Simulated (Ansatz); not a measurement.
Computed with Ansatz on PBE0-D4/def2-TZVP structures; ΔE is electronic, products minus reactants. CCSD(T)/CBS adds triple-zeta CCSD(T) − MP2 to the extrapolated MP2 energy (def2 sets, frozen cores). This one scheme is used for every species. Functionals use def2-TZVPP. HSE06 is defined as in plane-wave codes. One conformer a species, not always the lowest.

Consider the formal hydrolysis of the Si–S bond: `O[SiH2][SiH2]S` + H₂O → `O[SiH2][SiH2]O` + H₂S.

| level | ΔE (eV) |
| --- | --- |
| HSE06-D4 | -0.09 |
| SCS-MP2/def2-TZVPP | -0.26 |

Problem. What does CCSD(T)/CBS give? (An estimate is asked.)

Solution. The calculation gave: -0.18 eV. The listed levels differ from it by 0.09, -0.08 eV.

Largest T1 diagnostic among the species: 0.012.

At CCSD(T), def2-SVP lies −0.07 eV from the extrapolated value and def2-TZVPP −0.05 eV. The D4 term adds +0.07 eV with B3LYP and +0.04 eV with PBE0; it sums over pairs of atoms, weighted by their polarisabilities, and B3LYP, whose exchange is more repulsive, gets the larger term.

B3LYP here is the variant with VWN-RPA as its local correlation; programs differ in this.
